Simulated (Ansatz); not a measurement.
Molecule: C2H10GeN2 (charge 0, singlet). 
Coordinates optimised at B3LYP-D3(BJ)/def2-TZVP (Ansatz, a first-principles code):
```xyz
15

N      1.8127     1.3874     0.2156
C      1.5113     0.2044    -0.5961
Ge     0.0101    -0.8074     0.2080
C     -1.5192     0.4315     0.4323
N     -1.8433     1.0677    -0.8481
H      2.5949     1.9076    -0.1649
H      1.0248     2.0220     0.2567
H      1.2741     0.4150    -1.6479
H      2.3830    -0.4521    -0.5946
H      0.4300    -1.3632     1.5838
H     -0.3884    -1.9684    -0.7254
H     -2.3753    -0.1642     0.7534
H     -1.2934     1.1296     1.2500
H     -1.0703     1.6217    -1.1955
H     -2.6397     1.6885    -0.7616
```

Quantity: vertical ionisation energy (to the doublet state of charge +1; each state is the SCF solution reached for its spin), in eV. Valence correlation only, unless marked. UHF or UKS for open shells. Spin-orbit coupling is left out. Frozen are the shells of the preceding noble gas and the d and f shells that filled before the atom's block. Non-relativistic. Basis-set limits of correlation are two-point, X^-3; Hartree-Fock from the larger set. The bracket is a focal-point correction in the basis named.

```tsv
level	program	vertical ionisation energy (eV)
SVWN5/def2-TZVPD	Ansatz	8.33
r2SCAN/def2-TZVPD	Ansatz	8.35
BHLYP/def2-TZVPD	Ansatz	9.08
B2PLYP/def2-TZVPD	Ansatz	9.11
SCS-MP2/aug-cc-pVTZ	Ansatz	9.60
RI-MP2/CBS(aug-cc-pVTZ,aug-cc-pVQZ)+[CCSD(T)-MP2]/aug-cc-pVDZ	Ansatz	9.45
RI-MP2/CBS(aug-cc-pVTZ,aug-cc-pVQZ)+[CCSD(T)-MP2]/aug-cc-pVTZ	Ansatz	9.43
```
